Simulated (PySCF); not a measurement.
Isomers of C4H9ClSSi, mass 151.988 u with the commonest isotopes. Method: B3LYP/def2-SVPD in PySCF (dipole) on a GFN2-xTB geometry, gas phase. One conformer each, none proved a minimum here; rigid rotors.

Question: Order these by rotational constant A, smallest first.
A. `[CH3:1][S:2][C@H:3]1[CH2:4][Si@@H:5]([Cl:6])[CH2:7]1` with C1–S2–C3–C4 -61°
B. `[CH3:1][CH2:2][C:3](=[S:4])[CH2:5][SiH2:6][Cl:7]` with C1–C2–C3–S4 -10°, C2–C3–C5–Si6 -94°, C3–C5–Si6–Cl7 176°
C. `[CH2:1]=[CH:2][S:3][CH2:4][CH2:5][SiH2:6][Cl:7]` with C1–C2–S3–C4 4°, C2–S3–C4–C5 170°, S3–C4–C5–Si6 -63°, C4–C5–Si6–Cl7 -50°
D. `[CH3:1][C@@H:2]1[CH2:3][S:4][Si@H:5]([Cl:6])[CH2:7]1` with C1–C2–C3–S4 -176°, C2–C3–S4–Si5 33°, C3–S4–Si5–Cl6 112°, S4–Si5–C7–C2 -20°

Answer: C (2383 MHz), D (2444 MHz), A (2519 MHz), B (3121 MHz).

Question: Order these by rotational constant C, largest first.
A. `[CH3:1][C@@H:2]1[CH2:3][S:4][Si@H:5]([Cl:6])[CH2:7]1` with C1–C2–C3–S4 -176°, C2–C3–S4–Si5 33°, C3–S4–Si5–Cl6 112°, S4–Si5–C7–C2 -20°
B. `[CH3:1][CH2:2][C:3](=[S:4])[CH2:5][SiH2:6][Cl:7]` with C1–C2–C3–S4 -10°, C2–C3–C5–Si6 -94°, C3–C5–Si6–Cl7 176°
C. `[CH2:1]=[CH:2][S:3][CH2:4][CH2:5][SiH2:6][Cl:7]` with C1–C2–S3–C4 4°, C2–S3–C4–C5 170°, S3–C4–C5–Si6 -63°, C4–C5–Si6–Cl7 -50°

Answer: A (783.2 MHz), C (679.3 MHz), B (562.2 MHz).

Question: Order these by out-of-plane moment Σ m c² = (Ia + Ib − Ic)/2, smallest first.
A. `[CH2:1]=[CH:2][S:3][CH2:4][CH2:5][SiH2:6][Cl:7]` with C1–C2–S3–C4 4°, C2–S3–C4–C5 170°, S3–C4–C5–Si6 -63°, C4–C5–Si6–Cl7 -50°
B. `[CH3:1][S:2][C@H:3]1[CH2:4][Si@@H:5]([Cl:6])[CH2:7]1` with C1–S2–C3–C4 -61°
C. `[CH3:1][C@@H:2]1[CH2:3][S:4][Si@H:5]([Cl:6])[CH2:7]1` with C1–C2–C3–S4 -176°, C2–C3–S4–Si5 33°, C3–S4–Si5–Cl6 112°, S4–Si5–C7–C2 -20°
D. `[CH3:1][CH2:2][C:3](=[S:4])[CH2:5][SiH2:6][Cl:7]` with C1–C2–C3–S4 -10°, C2–C3–C5–Si6 -94°, C3–C5–Si6–Cl7 176°

Answer: C (38.02 u·Å²), D (38.72 u·Å²), B (49.05 u·Å²), A (60.84 u·Å²).

| SMILES | point group | Ia (u·Å²) | Ib (u·Å²) | Ic (u·Å²) | κ | μa (D) | μb (D) | μc (D) |
| --- | --- | --- | --- | --- | --- | --- | --- | --- |
| C[C@@H]1CS[Si@H](Cl)C1 | C1 | 206.81 | 514.50 | 645.28 | -0.76 | 2.34 | 1.59 | 0.32 |
| CCC(=S)C[SiH2]Cl | C1 | 161.92 | 814.52 | 899.01 | -0.95 | 0.08 | 2.26 | 0.50 |
| CS[C@H]1C[Si@@H](Cl)C1 | near Cs | 200.62 | 538.15 | 640.67 | -0.83 | 0.82 | 0.83 | 0.05 |
| C=CSCC[SiH2]Cl | C1 | 212.11 | 653.52 | 743.95 | -0.89 | 0.28 | 1.00 | 1.13 |
